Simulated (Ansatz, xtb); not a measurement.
## Relative energy of two isomers of C5H5FN2

Structure X is `Cc1cncc(F)n1`, a singlet and structure Y is `Cc1nccnc1F`, a singlet. Both are isolated molecules in the gas phase, relaxed with PBE0-D3(BJ)/def2-SVP.

X (Å):

```yaml
atoms:
  - { symbol: C, position_ang: [-0.5726, 1.9171, 2.1295] }
  - { symbol: C, position_ang: [-0.1095, 1.2425, 0.8772] }
  - { symbol: C, position_ang: [1.2510, 1.1213, 0.5582] }
  - { symbol: C, position_ang: [0.7460, 0.0298, -1.3673] }
  - { symbol: C, position_ang: [-0.6051, 0.1564, -1.0389] }
  - { symbol: F, position_ang: [-1.5184, -0.3362, -1.8584] }
  - { symbol: N, position_ang: [1.6675, 0.5216, -0.5515] }
  - { symbol: N, position_ang: [-1.0317, 0.7437, 0.0486] }
  - { symbol: H, position_ang: [-1.6689, 1.9200, 2.1615] }
  - { symbol: H, position_ang: [-0.1927, 1.3965, 3.0223] }
  - { symbol: H, position_ang: [-0.2106, 2.9556, 2.1776] }
  - { symbol: H, position_ang: [2.0168, 1.5270, 1.2279] }
  - { symbol: H, position_ang: [1.0586, -0.4700, -2.2892] }
```

Y (Å):

```xyz
13

C    -0.6047    2.4634    1.6486
C    -0.0782    1.3898    0.7555
C     1.5751   -0.0544    0.1245
C     0.7822   -0.5427   -0.9069
C    -0.8508    0.8683   -0.3019
F    -2.0692    1.3568   -0.4881
N     1.1417    0.9039    0.9453
N    -0.4478   -0.0663   -1.1136
H    -0.8526    3.3695    1.0741
H    -1.5292    2.1413    2.1524
H     0.1536    2.7082    2.4020
H     2.5831   -0.4453    0.2948
H     1.1383   -1.3293   -1.5797
```

Quicker runs give these differences E(Y) − E(X): GFN2-xTB +0.25 kcal/mol; HF/STO-3G −0.04 kcal/mol (at GFN2-xTB geometries); r2SCAN-D4/def2-SVP −1.24 kcal/mol (at GFN2-xTB geometries).

**Question.** Estimate E(Y) − E(X) at the level CCSD(T)/def2-SVP + ΔMP2/def2-TZVPP.

**Answer.** Calculated at CCSD(T)/def2-SVP + ΔMP2/def2-TZVPP: E(Y) − E(X) = −1.03 kcal/mol, so structure Y lies lower.

Level by level:

```json
{"level": "GFN2-xTB", "geometry": "GFN2-xTB", "E(Y) − E(X) (kcal/mol)": "+0.25", "departure from the last row (kcal/mol)": "+1.28", "job, with rough time for the two": "optimisation, 0.12 s"}
{"level": "HF/STO-3G", "geometry": "GFN2-xTB", "E(Y) − E(X) (kcal/mol)": "−0.04", "departure from the last row (kcal/mol)": "+0.99", "job, with rough time for the two": "single point, 0.56 s"}
{"level": "r2SCAN-D4/def2-SVP", "geometry": "GFN2-xTB", "E(Y) − E(X) (kcal/mol)": "−1.24", "departure from the last row (kcal/mol)": "−0.21", "job, with rough time for the two": "single point, 3.7 s"}
{"level": "PBE0-D3(BJ)/def2-SVP", "geometry": "PBE0-D3(BJ)/def2-SVP", "E(Y) − E(X) (kcal/mol)": "−1.09", "departure from the last row (kcal/mol)": "−0.06", "job, with rough time for the two": "optimisation, 35 s"}
{"level": "HF/def2-SVP", "geometry": "PBE0-D3(BJ)/def2-SVP", "E(Y) − E(X) (kcal/mol)": "−0.76", "departure from the last row (kcal/mol)": "+0.27", "job, with rough time for the two": "part of the CCSD(T) run"}
{"level": "MP2/def2-SVP", "geometry": "PBE0-D3(BJ)/def2-SVP", "E(Y) − E(X) (kcal/mol)": "−1.33", "departure from the last row (kcal/mol)": "−0.30", "job, with rough time for the two": "part of the CCSD(T) run"}
{"level": "CCSD(T)/def2-SVP", "geometry": "PBE0-D3(BJ)/def2-SVP", "E(Y) − E(X) (kcal/mol)": "−1.23", "departure from the last row (kcal/mol)": "−0.21", "job, with rough time for the two": "single point"}
{"level": "CCSD(T)/def2-SVP + ΔMP2/def2-TZVPP", "geometry": "PBE0-D3(BJ)/def2-SVP", "E(Y) − E(X) (kcal/mol)": "−1.03", "departure from the last row (kcal/mol)": "", "job, with rough time for the two": "single point, 88 s"}
```

As drawn, both hold the same kinds of bond in the same numbers.

GFN2-xTB, HF/STO-3G find them nearly level. The largest departure from CCSD(T)/def2-SVP + ΔMP2/def2-TZVPP is that of GFN2-xTB, 1.28 kcal/mol. The last row adds to CCSD(T) the change of the MP2 difference between the two basis sets, here +0.21 kcal/mol.

With thermal terms from frequencies at re-optimised GFN2-xTB minima (ideal gas, soft modes damped towards free rotors, one conformer each, 298.15 K, 1 atm): on the last row, ΔE + ΔZPE = −1.00, ΔH = −1.02, ΔG = −0.98 kcal/mol.

The correlated steps freeze 8 core orbitals. Programs: Ansatz 0.2.0, xtb 6.7.1; the last row on 2 threads of Intel(R) Xeon(R) Platinum 8488C (Sapphire Rapids) on a shared host.
